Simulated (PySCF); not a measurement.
Calculation: PySCF with PBE-D3(BJ)/def2-TZVP // B3LYP-D3(BJ)/def2-TZVP. All species are isolated molecules in the gas phase. Delta-SCF ions had no search for a lower state. 

Reference species (SMILES): `[F][Al]([Br])[Br]` (neutral, multiplicity 1).

```yaml
S1 oscillator strength: 0.009
vertical ionisation energy (Delta-SCF): 10.56 eV
```

Changed species: `[F][Al]([F])[Br]` (1 of 3 F replaced by Br; the reference has 2 of 3 F replaced by Br).

Problem. Give the shifts of the S1 oscillator strength and vertical ionisation energy (Delta-SCF).

Solution. the S1 oscillator strength is nearly the same; the vertical ionisation energy (Delta-SCF) rises by 0.99 eV, to 11.55 eV.
